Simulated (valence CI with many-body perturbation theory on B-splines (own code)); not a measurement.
Sc¹⁴⁺: electric-dipole lines

Calculated by relativistic CI+MBPT: five valence electrons over a frozen Dirac-Fock core [He], radial functions for each j: 11 s, 11 p, 10 d, 8 f, 5 g, 2 h, with the one-electron correlation potential Σ1, the two-electron term Σ2, the three-electron term Σ3, Breit, model QED; selected CI, second order for the rest, scaled by the run's own slope (own B-spline code, finite nucleus).

No measured levels were compared; by estimate levels of excited configurations hold to 0.05 to 0.15 % of their energy, terms of the ground configuration to about 0.5 %. Among the levels kept, up to 5500 cm⁻¹ of a level comes from second order outside the variational space, and about a tenth of that is noise between levels of different J, which matters for small intervals.

Lines 201 to 250 of 568 in falling wavelength, among levels below 668.68 eV, chosen from the strongest by gf and those to the six lowest levels. Wavelengths and rates use the calculated energies, so an error of 500 cm⁻¹ moves a line at 201.9 Å by 0.1 % and its rate by three times that or more. Electric multipoles are in the length gauge, E1 and E2 with the static RPA response of the core. Weak lines are less certain than strong ones. Lines between different terms over intervals too small for the method are left out, as are lines whose strength nearly cancels. Where a level lies close to another of its J and parity, the split of strength between their lines is uncertain. The highest levels of a list are the least certain.

Names give the largest LS component (configuration and term), which can be under half, so a name can repeat, a term be missing and a line seem to break the LS rules; names also repeat where a configuration has a term twice. Letters in brackets count levels of one name in rising energy.

| λ vac (Å) | Upper | Lower | A (s⁻¹) | S (a.u.) |
| --- | --- | --- | --- | --- |
| 201.9 | 2s 2p3 3p 2F_7/2 [a] | 2s2 2p2 3p 2D°_5/2 [a] | 2.84e+09 | 9.23e-02 |
| 200.8 | 2s 2p3 3d 4F°_9/2 [a] | 2s2 2p2 3d 4F_9/2 | 2.16e+09 | 8.63e-02 |
| 200.7 | 2s 2p3 3d 4D°_7/2 [b] | 2s2 2p2 3d 4P_5/2 | 2.15e+09 | 6.85e-02 |
| 198.0 | 2s 2p3 3p 4D_7/2 [a] | 2s2 2p2 3p 4P°_5/2 | 2.75e+09 | 8.42e-02 |
| 196.9 | 2s 2p3 3d 4G°_11/2 | 2s2 2p2 3d 4F_9/2 | 2.12e+09 | 9.60e-02 |
| 196.7 | 2s 2p3 3d 4F°_7/2 [a] | 2s2 2p2 3d 4F_7/2 | 2.76e+09 | 8.30e-02 |
| 195.3 | 2s 2p3 3p 4D_5/2 [a] | 2s2 2p2 3p 4P°_3/2 | 3.07e+09 | 6.78e-02 |
| 195.2 | 2s 2p3 3s 4D°_7/2 | 2s2 2p2 3s 4P_5/2 | 6.93e+09 | 2.04e-01 |
| 194.8 | 2s 2p3 3d 4P°_5/2 [a] | 2s2 2p2 3d 4P_5/2 | 2.83e+09 | 6.21e-02 |
| 193.6 | 2s 2p3 3p 4F_9/2 | 2s2 2p2 3p 4D°_7/2 | 3.80e+09 | 1.36e-01 |
| 192.6 | 2s 2p3 3d 4F°_5/2 [a] | 2s2 2p2 3d 4F_5/2 | 3.29e+09 | 6.96e-02 |
| 192.1 | 2s 2p3 3d 4D°_7/2 [b] | 2s2 2p2 3d 4D_7/2 | 2.25e+09 | 6.31e-02 |
| 191.6 | 2s 2p3 3d 4G°_9/2 | 2s2 2p2 3d 4F_7/2 | 1.83e+09 | 6.34e-02 |
| 190.7 | 2s 2p3 3p 2F_5/2 [a] | 2s2 2p2 3p 2D°_3/2 [a] | 3.26e+09 | 6.69e-02 |
| 190.5 | 2p5 2P°_3/2 | 2s 2p4 2P_3/2 | 1.95e+10 | 2.66e-01 |
| 190.3 | 2s 2p3 3d 4F°_3/2 [a] | 2s2 2p2 3d 4F_3/2 | 4.84e+09 | 6.58e-02 |
| 189.3 | 2s 2p3 3s 4D°_5/2 | 2s2 2p2 3s 4P_3/2 | 7.35e+09 | 1.48e-01 |
| 188.5 | 2p5 2P°_1/2 | 2s 2p4 2P_1/2 | 1.88e+10 | 1.24e-01 |
| 188.2 | 2s 2p3 3p 4D_3/2 [a] | 2s2 2p2 3p 4D°_1/2 [b] | 4.71e+09 | 6.20e-02 |
| 187.8 | 2s 2p3 3p 4F_7/2 | 2s2 2p2 3p 4D°_5/2 | 2.59e+09 | 6.77e-02 |
| 184.8 | 2s 2p3 3p 2D_5/2 [a] | 2s2 2p2 3p 2P°_3/2 [a] | 4.98e+09 | 9.31e-02 |
| 182.5 | 2s 2p3 3s 4D°_3/2 | 2s2 2p2 3s 4P_1/2 | 5.19e+09 | 6.23e-02 |
| 181.1 | 2s 2p4 4P_5/2 | 2s2 2p3 4S°_3/2 | 8.20e+09 | 1.44e-01 |
| 179.1 | 2s 2p3 3p 4F_3/2 | 2s2 2p2 3p 4D°_1/2 [a] | 5.34e+09 | 6.05e-02 |
| 177.4 | 2s 2p4 2D_5/2 | 2s2 2p3 2P°_3/2 | 3.75e+09 | 6.21e-02 |
| 176.8 | 2p5 2P°_1/2 | 2s 2p4 2P_3/2 | 1.37e+10 | 7.46e-02 |
| 173.4 | 2s 2p4 2D_3/2 | 2s2 2p3 2P°_1/2 | 2.16e+09 | 2.23e-02 |
| 173.2 | 2s 2p4 4P_3/2 | 2s2 2p3 4S°_3/2 | 9.52e+09 | 9.76e-02 |
| 172.1 | 2s 2p3 3d 4P°_3/2 [b] | 2s2 2p2 3d 4P_5/2 | 7.17e+09 | 7.21e-02 |
| 169.9 | 2s 2p4 4P_1/2 | 2s2 2p3 4S°_3/2 | 1.03e+10 | 4.97e-02 |
| 167.1 | 2s 2p3 3d 4F°_9/2 [b] | 2s2 2p2 3d 4F_9/2 | 5.67e+09 | 1.31e-01 |
| 165.7 | 2s 2p3 3p 4S_3/2 | 2s2 2p2 3p 4P°_5/2 | 8.47e+09 | 7.61e-02 |
| 165.3 | 2s 2p3 3d 4P°_5/2 [b] | 2s2 2p2 3d 4D_7/2 | 6.10e+09 | 8.16e-02 |
| 164.7 | 2s 2p3 3s 4P°_5/2 | 2s2 2p2 3s 4P_5/2 | 1.26e+10 | 1.66e-01 |
| 164.6 | 2s 2p3 3p 4D_7/2 [b] | 2s2 2p2 3p 4D°_7/2 | 9.06e+09 | 1.60e-01 |
| 163.7 | 2s 2p3 3p 2D_5/2 [b] | 2s2 2p2 3p 2D°_5/2 [a] | 1.02e+10 | 1.33e-01 |
| 162.7 | 2s 2p3 3p 4D_3/2 [b] | 2s2 2p2 3p 4P°_3/2 | 6.30e+09 | 5.36e-02 |
| 162.5 | 2s 2p3 3d 2P°_1/2 [b] | 2s2 2p2 3d 2D_3/2 [a] | 1.28e+10 | 5.42e-02 |
| 161.9 | 2s 2p3 3d 2F°_7/2 [b] | 2s2 2p2 3d 2F_7/2 [a] | 7.52e+09 | 1.26e-01 |
| 161.4 | 2s 2p3 3d 2D°_5/2 [b] | 2s2 2p2 3d 2F_7/2 [a] | 5.19e+09 | 6.46e-02 |
| 161.3 | 2s 2p3 3s 4P°_1/2 | 2s2 2p2 3s 4P_3/2 | 1.58e+10 | 6.56e-02 |
| 160.8 | 2s 2p3 3p 4D_5/2 [b] | 2s2 2p2 3p 4D°_5/2 | 4.79e+09 | 5.89e-02 |
| 160.1 | 2s 2p3 3s 2P°_3/2 [a] | 2s2 2p2 3s 2P_3/2 | 1.12e+10 | 9.08e-02 |
| 160.1 | 2s 2p3 3d 4D°_7/2 [c] | 2s2 2p2 3d 4F_9/2 | 5.68e+09 | 9.20e-02 |
| 159.8 | 2s 2p3 3d 2P°_3/2 [b] | 2s2 2p2 3d 2D_5/2 [a] | 1.23e+10 | 9.87e-02 |
| 159.7 | 2s 2p3 3d 2D°_3/2 [b] | 2s2 2p2 3d 2F_5/2 | 6.96e+09 | 5.59e-02 |
| 159.2 | 2s 2p3 3d 4P°_5/2 [b] | 2s2 2p2 3d 4F_7/2 | 4.84e+09 | 5.78e-02 |
| 158.0 | 2s 2p3 3p 2D_3/2 [b] | 2s2 2p2 3p 2D°_3/2 [a] | 6.83e+09 | 5.32e-02 |
| 157.9 | 2s 2p3 3p 4P_5/2 [c] | 2s2 2p2 3p 4D°_7/2 | 5.51e+09 | 6.42e-02 |
| 157.4 | 2s 2p3 3p 4P_5/2 [c] | 2s2 2p2 3p 4P°_5/2 | 5.70e+09 | 6.58e-02 |
